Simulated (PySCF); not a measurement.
Compound: C₆H₉FOSi.
SMILES with atom numbers: `[CH3:1][CH2:2][O:3][Si@H:4]1[CH:5]=[CH:6][CH:7]=[C:8]1[F:9]` (hydrogens: H10, H11, H12 on C1; H13, H14 on C2; H15 on Si4; H16 on C5; H17 on C6; H18 on C7)

Structure used (PBE0-D3(BJ)/def2-SVP), in Å, numbered top down from 1:
```xyz
18
C6H9FOSi angstrom
C      3.2095    0.4207    0.2442
C      2.0078   -0.3225   -0.2869
O      0.8776   -0.0032    0.4951
Si    -0.6188   -0.6935    0.3178
C     -1.9171    0.0592    1.4140
C     -2.8867    0.5403    0.6056
C     -2.7167    0.4241   -0.8615
C     -1.5720   -0.1680   -1.2413
F     -1.2322   -0.3697   -2.5121
H      4.1055    0.1871   -0.3507
H      3.0368    1.5064    0.2055
H      3.4015    0.1426    1.2911
H      1.8257   -0.0498   -1.3437
H      2.1924   -1.4144   -0.2650
H     -0.4972   -2.1830    0.3804
H     -1.9814    0.1200    2.5013
H     -3.7951    1.0191    0.9889
H     -3.4711    0.7973   -1.5597
```

Level: PBE0/pcSseg-1 and B3LYP/def2-SVPD in PySCF, non-relativistic, on one gas-phase PBE0-D3(BJ)/def2-SVP geometry that isn't relaxed in the solvent. The solvent is an IEF-PCM continuum (cavity from Bondi-type radii × 1.2). Specific hydrogen bonds and non-electrostatic terms are outside this model.

Gas phase at PBE0/pcSseg-1: HOMO -6.65 eV, LUMO -1.71 eV, dipole 0.48 D.

Task: What does the continuum do to the energy, the frontier levels and the dipole at PBE0/pcSseg-1 in acetone and acetonitrile?

Result: 
```json
{"solvent": "acetone", "ε": "20.49", "E(solvent) − E(gas) (kcal/mol)": "-3.66", "polarisation term (kcal/mol)": "-4.08", "distortion of the solute (kcal/mol)": "0.42", "HOMO (eV)": "-6.70", "LUMO (eV)": "-1.73", "dipole (D)": "0.48"}
{"solvent": "acetonitrile", "ε": "35.69", "E(solvent) − E(gas) (kcal/mol)": "-3.79", "polarisation term (kcal/mol)": "-4.26", "distortion of the solute (kcal/mol)": "0.47", "HOMO (eV)": "-6.70", "LUMO (eV)": "-1.74", "dipole (D)": "0.48"}
```

The polarisation term is half the interaction of the solute with the surface charges that it induces; the rest is the cost of distorting the solute's density. The sum is the electrostatic part of solvation alone. From acetone to acetonitrile the lowering changes by a factor 1.04, Onsager's factor (ε − 1)/(2ε + 1) by 1.03 and ε itself by 1.7.

Task: Which Hirshfeld charges (PBE0/pcSseg-1) respond most in acetone (means over atoms taken as equivalent)?

Result: 
```csv
atoms,environment,gas (e),solvent (e),change
O3,silyl ether oxygen,-0.224,-0.235,-0.011
F9,vinyl fluorine,-0.083,-0.092,-0.009
H17,vinylic hydrogen,+0.053,+0.062,+0.009
H18,vinylic hydrogen,+0.053,+0.061,+0.008
H14,methylene hydrogen,+0.036,+0.043,+0.007
C5,alkene CH carbon,-0.158,-0.164,-0.006
```

Task: Which Mayer bond orders change most in acetone?

Result: 
```json
{"bond": "C2–O3", "length (Å)": "1.411", "gas": "0.876", "solvent": "0.860", "change": "-0.016"}
{"bond": "C8–F9", "length (Å)": "1.331", "gas": "0.915", "solvent": "0.903", "change": "-0.012"}
{"bond": "C5–C6", "length (Å)": "1.351", "gas": "1.839", "solvent": "1.828", "change": "-0.011"}
{"bond": "Si4–C5", "length (Å)": "1.858", "gas": "0.895", "solvent": "0.900", "change": "+0.005"}
{"bond": "C5–H16", "length (Å)": "1.091", "gas": "0.949", "solvent": "0.946", "change": "-0.003"}
{"bond": "C7–C8", "length (Å)": "1.343", "gas": "1.773", "solvent": "1.770", "change": "-0.003"}
{"bond": "C1–C2", "length (Å)": "1.510", "gas": "1.068", "solvent": "1.070", "change": "+0.002"}
{"bond": "C6–C7", "length (Å)": "1.482", "gas": "1.059", "solvent": "1.061", "change": "+0.002"}
```

Task: How do the nuclear quadrupole coupling constants eQVzz/h respond in acetone?

Result: 
```csv
nucleus,Q (barn),gas (MHz),solvent (MHz),η gas,η solvent
17O at O3,-0.0256,-10.12,-9.95,0.47,0.47
```

Gas phase at B3LYP/def2-SVPD: HOMO -6.46 eV, LUMO -1.93 eV, dipole 0.53 D.

Task: What does the continuum do to the energy, the frontier levels and the dipole at B3LYP/def2-SVPD in acetone?

Result: 
```tsv
solvent	ε	E(solvent) − E(gas) (kcal/mol)	polarisation term (kcal/mol)	distortion of the solute (kcal/mol)	HOMO (eV)	LUMO (eV)	dipole (D)
acetone	20.49	-3.39	-3.87	0.48	-6.47	-1.91	0.56
```

Task: How does the static polarisability (B3LYP/def2-SVPD, frozen core, with the continuum's full static response) change?

Result: 
```
 medium  isotropic (au)  principal values (au)  ⟨r²⟩ of the electrons (bohr²)
    gas            98.6      77.7, 97.3, 120.7                         1664.9
acetone           130.5    104.7, 133.0, 154.0                         1663.2
```

The isotropic value in acetone is 1.32 times the gas-phase one; no cavity-field correction is applied. ⟨r²⟩ is taken about the centre of nuclear charge.
